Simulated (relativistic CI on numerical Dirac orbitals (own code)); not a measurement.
**Forbidden transitions in Cu⁸⁺**

These numbers are calculated, not measured: Dirac-Coulomb-Breit CI, orbitals from a KLI potential per configuration, model QED, unscaled Slater integrals (own radial code, finite nucleus).

Configurations in the expansion (outside the closed core [Ne]): 3s2 3p6 3d3, 3s2 3p5 3d4, 3s2 3p6 3d2 4s, 3s 3p6 3d4, 3s2 3p6 3d2 4p, 3s2 3p6 3d2 4d, 3s2 3p6 3d 4s 4p, 3s2 3p6 3d2 4f, 3s2 3p6 3d2 5s, 3s2 3p6 3d2 5p, 3s2 3p6 3d 4s2, 3s2 3p6 4s2 4p, 3s2 3p6 4s2 4d, 3s2 3p6 4s2 4f, 3p6 3d5, 3p5 3d6, 3s2 3p6 3d 4p2, 3s2 3p6 4s 4p2, 3s2 3p6 4p3, 3s2 3p6 4p2 4d, 3s2 3p6 4p2 4f, 3s2 3p6 3d 4s 4d, 3s2 3p6 4s 4p 4d, 3s2 3p6 4s 4d2, 3s2 3p6 4s 4d 4f. Double excitations out of closed p, d and f shells are left out; levels of such configurations are missing from the list, as are those of other unlisted configurations, and high levels can miss mixing partners.

```tsv
λ vac (nm)	Lower	Upper	Type	A (s⁻¹)	E lower (cm⁻¹)	E upper (cm⁻¹)
128.14	3s2 3p6 3d3 4P_5/2 [7]	3s2 3p6 3d3 2D_5/2 [18]	M1	1.03e+01	30409.7	108449.9
131.32	3s2 3p6 3d3 2G_9/2 [9]	3s2 3p6 3d3 2D_5/2 [18]	E2	2.52e+01	32298.3	108449.9
143.20	3s2 3p6 3d3 4F_3/2 [1]	3s2 3p6 3d3 2F_5/2 [17]	M1	1.61e+00	0.0	69834.1
145.72	3s2 3p6 3d3 4F_5/2 [2]	3s2 3p6 3d3 2F_5/2 [17]	M1	2.23e-01	1211.3	69834.1
147.49	3s2 3p6 3d3 4F_5/2 [2]	3s2 3p6 3d3 2F_7/2 [16]	M1	7.20e-01	1211.3	69011.9
149.13	3s2 3p6 3d3 4F_7/2 [3]	3s2 3p6 3d3 2F_5/2 [17]	M1	2.44e-01	2776.6	69834.1
155.27	3s2 3p6 3d3 4F_9/2 [4]	3s2 3p6 3d3 2F_7/2 [16]	M1	1.92e+00	4607.4	69011.9
158.02	3s2 3p6 3d3 2P_3/2 [15]	3s2 3p6 3d3 2D_5/2 [18]	E2	4.42e+00	45165.1	108449.9
221.41	3s2 3p6 3d3 4F_3/2 [1]	3s2 3p6 3d3 2P_3/2 [15]	M1	2.29e+00	0.0	45165.1
226.25	3s2 3p6 3d3 4F_3/2 [1]	3s2 3p6 3d3 2D_5/2 [14]	M1	3.03e-01	0.0	44199.1
227.51	3s2 3p6 3d3 4F_5/2 [2]	3s2 3p6 3d3 2P_3/2 [15]	M1	4.45e+00	1211.3	45165.1
232.62	3s2 3p6 3d3 4F_5/2 [2]	3s2 3p6 3d3 2D_5/2 [14]	M1	1.00e+00	1211.3	44199.1
241.41	3s2 3p6 3d3 4F_7/2 [3]	3s2 3p6 3d3 2D_5/2 [14]	M1	7.56e+00	2776.6	44199.1
251.02	3s2 3p6 3d3 4F_3/2 [1]	3s2 3p6 3d3 2D_3/2 [10]	M1	3.10e+00	0.0	39837.0
251.24	3s2 3p6 3d3 4F_7/2 [3]	3s2 3p6 3d3 2H_9/2 [12]	M1	7.98e-02	2776.6	42578.8
256.50	3s2 3p6 3d3 2G_7/2 [8]	3s2 3p6 3d3 2F_5/2 [17]	E2	2.81e-01	30848.3	69834.1
256.50	3s2 3p6 3d3 2G_7/2 [8]	3s2 3p6 3d3 2F_5/2 [17]	M1	1.10e+00	30848.3	69834.1
258.90	3s2 3p6 3d3 4F_5/2 [2]	3s2 3p6 3d3 2D_3/2 [10]	M1	4.95e+00	1211.3	39837.0
258.96	3s2 3p6 3d3 2F_5/2 [17]	3s2 3p6 3d3 2D_5/2 [18]	M1	4.47e+00	69834.1	108449.9
262.03	3s2 3p6 3d3 2G_7/2 [8]	3s2 3p6 3d3 2F_7/2 [16]	M1	1.83e+00	30848.3	69011.9
263.36	3s2 3p6 3d3 4F_9/2 [4]	3s2 3p6 3d3 2H_9/2 [12]	M1	1.36e-01	4607.4	42578.8
272.38	3s2 3p6 3d3 2G_9/2 [9]	3s2 3p6 3d3 2F_7/2 [16]	E2	2.28e-01	32298.3	69011.9
272.38	3s2 3p6 3d3 2G_9/2 [9]	3s2 3p6 3d3 2F_7/2 [16]	M1	7.56e-01	32298.3	69011.9
337.42	3s2 3p6 3d3 4F_5/2 [2]	3s2 3p6 3d3 2G_7/2 [8]	M1	1.83e+00	1211.3	30848.3
338.73	3s2 3p6 3d3 4F_7/2 [3]	3s2 3p6 3d3 2G_9/2 [9]	M1	1.82e+00	2776.6	32298.3
356.23	3s2 3p6 3d3 4F_7/2 [3]	3s2 3p6 3d3 2G_7/2 [8]	M1	1.86e+00	2776.6	30848.3
361.13	3s2 3p6 3d3 4F_9/2 [4]	3s2 3p6 3d3 2G_9/2 [9]	M1	4.29e+00	4607.4	32298.3
366.90	3s2 3p6 3d3 2H_9/2 [12]	3s2 3p6 3d3 2F_5/2 [17]	E2	1.83e-01	42578.8	69834.1
381.08	3s2 3p6 3d3 4F_9/2 [4]	3s2 3p6 3d3 2G_7/2 [8]	M1	8.33e-02	4607.4	30848.3
387.56	3s2 3p6 3d3 4F_9/2 [4]	3s2 3p6 3d3 4P_5/2 [7]	E2	1.07e-01	4607.4	30409.7
390.09	3s2 3p6 3d3 2D_5/2 [14]	3s2 3p6 3d3 2F_5/2 [17]	M1	2.03e-01	44199.1	69834.1
677.72	3s2 3p6 3d3 4P_5/2 [7]	3s2 3p6 3d3 2P_3/2 [15]	M1	1.56e+00	30409.7	45165.1
725.20	3s2 3p6 3d3 4P_5/2 [7]	3s2 3p6 3d3 2D_5/2 [14]	M1	4.40e-01	30409.7	44199.1
799.38	3s2 3p6 3d3 4P_1/2 [5]	3s2 3p6 3d3 2P_1/2 [11]	M1	2.96e+00	28383.3	40893.0
852.48	3s2 3p6 3d3 2G_7/2 [8]	3s2 3p6 3d3 2H_9/2 [12]	M1	9.79e-01	30848.3	42578.8
873.08	3s2 3p6 3d3 4P_1/2 [5]	3s2 3p6 3d3 2D_3/2 [10]	M1	6.62e-01	28383.3	39837.0
895.08	3s2 3p6 3d3 2G_9/2 [9]	3s2 3p6 3d3 2H_11/2 [13]	M1	8.65e-01	32298.3	43470.4
899.49	3s2 3p6 3d3 4P_3/2 [6]	3s2 3p6 3d3 2D_3/2 [10]	M1	1.57e+00	28719.5	39837.0
972.71	3s2 3p6 3d3 2G_9/2 [9]	3s2 3p6 3d3 2H_9/2 [12]	M1	1.44e+00	32298.3	42578.8
1060.8	3s2 3p6 3d3 4P_5/2 [7]	3s2 3p6 3d3 2D_3/2 [10]	M1	5.21e-01	30409.7	39837.0
1876.8	3s2 3p6 3d3 2D_3/2 [10]	3s2 3p6 3d3 2P_3/2 [15]	M1	1.15e+00	39837.0	45165.1
2292.5	3s2 3p6 3d3 2D_3/2 [10]	3s2 3p6 3d3 2D_5/2 [14]	M1	4.80e-01	39837.0	44199.1
2340.7	3s2 3p6 3d3 2P_1/2 [11]	3s2 3p6 3d3 2P_3/2 [15]	M1	3.72e-01	40893.0	45165.1
5462.0	3s2 3p6 3d3 4F_7/2 [3]	3s2 3p6 3d3 4F_9/2 [4]	M1	1.65e-01	2776.6	4607.4
6388.5	3s2 3p6 3d3 4F_5/2 [2]	3s2 3p6 3d3 4F_7/2 [3]	M1	1.66e-01	1211.3	2776.6
```

Terms are leading LS components. Brackets give the number of a level in order of energy, since labels repeat. The list gives strong lines, with weight on those to low levels, among the lowest 200 of 991 levels, so that lines to higher ones, which can be the strongest, are missing. Levels whose partners in the same complex of configurations lie outside the list can be far off, and so can their lines. Rates are taken at the computed energies, electric ones in the length gauge.

At this charge configurations can still be misplaced by up to about 7 % of their energy. Terms inside the open d or f shell come out 10 to 20 % too wide with unscaled integrals.

LS names give the leading component of a level, which can be under half, so a name can repeat, a term be missing and a line seem to break the LS rules.
